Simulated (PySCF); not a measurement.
Br2GaH2N. Atoms are numbered in the order given.

```xyz
6

Ga     0.0000     0.0000    -0.5661
Br     0.0000     1.9702     0.5697
Br     0.0000    -1.9702     0.5697
N      0.0000     0.0000    -2.3571
H      0.0000    -0.8470    -2.9142
H      0.0000     0.8470    -2.9142
```

Geometry: r2SCAN-D4/def2-SVP. The structure was generated by enumeration; whether it is a known compound was not checked. The values are those of a single conformer.

Method: r2SCAN-D4/def2-SVP in PySCF.

Frequencies are harmonic and unscaled.

Computed vibrational spectrum:
| mode | ν (cm⁻¹) | IR (km/mol) | Raman (Å⁴/amu) | depolarisation | moving atoms (share of kinetic energy) |
|---|---|---|---|---|---|
| 1 | 85 | 96.3 | 0.8 | 0.75 | N 46 %, Ga 34 %, H 15 % |
| 2 | 87 | 2.4 | 2.2 | 0.68 | Br 69 %, Ga 26 % |
| 3 | 137 | 2.4 | 2.5 | 0.75 | N 57 %, H 25 %, Br 13 % |
| 4 | 183 | 76.4 | 0.0 | – | H 74 %, Ga 22 % |
| 5 | 270 | 9.4 | 8.7 | 0.11 | Br 66 %, Ga 27 % |
| 6 | 343 | 59.2 | 1.3 | 0.75 | Ga 61 %, Br 38 % |
| 7 | 385 | 0.0 | 0.0 | – | H 100 % |
| 8 | 721 | 85.6 | 0.5 | 0.75 | H 80 %, N 18 % |
| 9 | 746 | 58.8 | 16.9 | 0.18 | N 68 %, Ga 19 %, H 12 % |
| 10 | 1497 | 25.4 | 3.5 | 0.75 | H 89 %, N 10 % |
| 11 | 3592 | 55.1 | 184.6 | 0.12 | H 96 % |
| 12 | 3712 | 55.9 | 104.5 | 0.75 | H 91 %, N 9 % |
